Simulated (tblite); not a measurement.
Species: C₈H₉ (doublet state).
Numbering: `[H]/[C:1]=[C:2](/[CH3:3])[C:4]1=[CH:5][C@@H:6]1[CH:7]=[CH2:8]` (hydrogens: H9 on C1; H10, H11, H12 on C3; H13 on C5; H14 on C6; H15 on C7; H16, H17 on C8)

Cartesian coordinates in Å at the GFN2-xTB level; atoms count from 1:
```xyz
17
C8H9 angstrom
C      1.7296   -1.5342   -0.2169
C      1.6457   -0.2498    0.0032
C      2.8034    0.6070    0.4508
C      0.4024    0.4671   -0.1583
C     -0.2993    1.5614   -0.0503
C     -1.0431    0.3490   -0.5727
C     -2.0004   -0.3564    0.2912
C     -3.0707   -0.9980   -0.1503
H      1.0871   -2.3250   -0.5257
H      3.0239    1.3565   -0.3076
H      3.6856   -0.0040    0.6169
H      2.5442    1.1241    1.3725
H     -0.4050    2.5856    0.2081
H     -1.2790    0.3022   -1.6344
H     -1.7734   -0.3293    1.3502
H     -3.3116   -1.0350   -1.2000
H     -3.7464   -1.5091    0.5132
```

Calculated harmonic vibrations of the isolated species, GFN2-xTB (tblite), most abundant isotopes, no scaling. The method is semi-empirical: single wavenumbers can be off by several per cent or more. One conformer, not necessarily the lowest. Open shells enter through the occupations alone, without spin polarisation, and single modes of such species can be off by tens of per cent.

Harmonic wavenumbers (cm⁻¹): 41.4, 68.5, 105.9, 130.7, 174.9, 287.5, 303.6, 326.5, 402.7, 488.2, 532.0, 636.7, 637.7, 646.5, 715.6, 726.7, 877.1, 888.7, 923.5, 946.6, 1003.7, 1019.2, 1032.7, 1043.3, 1120.8, 1156.4, 1204.4, 1263.5, 1326.4, 1386.2, 1419.5, 1469.9, 1474.3, 1666.1, 1694.7, 1821.2, 2971.2, 3016.7, 3029.3, 3046.6, 3058.1, 3100.6, 3128.5, 3199.6, 3232.4.

A = 4540, B = 1199, C = 1008 MHz; mass 105.070 u (most abundant isotopes); point group C1, symmetry number 1; spin multiplicity 2.

Task: Zero-point energy?

Result: ½Σν̃ = 29373 cm⁻¹ = 83.98 kcal/mol.

Task: Give the ideal-gas entropy at 350 K and 1 bar in the rigid-rotor, harmonic-oscillator model (classical rotation).

Result: Translation 40.69, rotation 28.94, vibration 32.15, spin (R ln 2) 1.38: S = 103.2 cal/(mol K).

Task: And Cp and H(350 K) − H(0)?

Result: Cp = 40.45 cal/(mol K), of which vibrations give 32.51 (their classical limit is 45 R = 89.4); H(350 K) − H(0) = 8.56 kcal/mol without the zero-point energy, 5.78 from vibrations.

Task: Which modes carry the vibrational entropy at 350 K?

Result: 41.4 cm⁻¹: 5.51; 68.5 cm⁻¹: 4.51; 105.9 cm⁻¹: 3.66; 130.7 cm⁻¹: 3.25; 174.9 cm⁻¹: 2.69; 287.5 cm⁻¹: 1.77 cal/(mol K); the other 39 give 10.77 together.

Task: How do the functions run with temperature in this model?

Result: 
| T (K) | S (cal/(mol K)) | Cp (cal/(mol K)) | H − H(0) (kcal/mol) | G − H(0) (kcal/mol) | ln q(vib) |
| --- | --- | --- | --- | --- | --- |
| 100 | 69.6 | 17.9 | 1.29 | -5.67 | 1.81 |
| 200 | 84.7 | 26.7 | 3.52 | -13.42 | 4.27 |
| 300 | 97.3 | 36.0 | 6.65 | -22.53 | 6.68 |
| 500 | 119.6 | 51.9 | 15.53 | -44.27 | 11.40 |
| 800 | 147.6 | 67.0 | 33.57 | -84.50 | 18.11 |
| 1000 | 163.3 | 73.5 | 47.65 | -115.62 | 22.25 |

q(vib) and H(0) count from the zero-point level.

Task: Blend soft modes into free rotors: weight 1/[1 + (100 cm⁻¹/ν̃)⁴] for the oscillator and the rest for a rotor with moment μB/(μ + B), μ = h/(8π²ν), B = 10⁻⁴⁴ kg m². What vibrational entropy results?

Result: 29.21 cal/(mol K) in place of 32.15, which changes −T·S at 350 K by +1.03 kcal/mol.

Task: What must be added to the electronic energy to get the Gibbs energy at 350 K and 1 bar?

Result: ZPE + [H(350 K) − H(0)] − T·S = 83.98 + 8.56 − 36.10 = 56.44 kcal/mol.

Hindered rotation and anharmonicity are outside this model. Other conformers, if any are populated, would add a mixing term that is left out. The structure is chiral; the term R ln 2 for an equal mix with its mirror image is left out.

The run took 0.5 s wall on one thread of an Intel Xeon Platinum 8488C, shared host. The figure is for the frequency step alone.
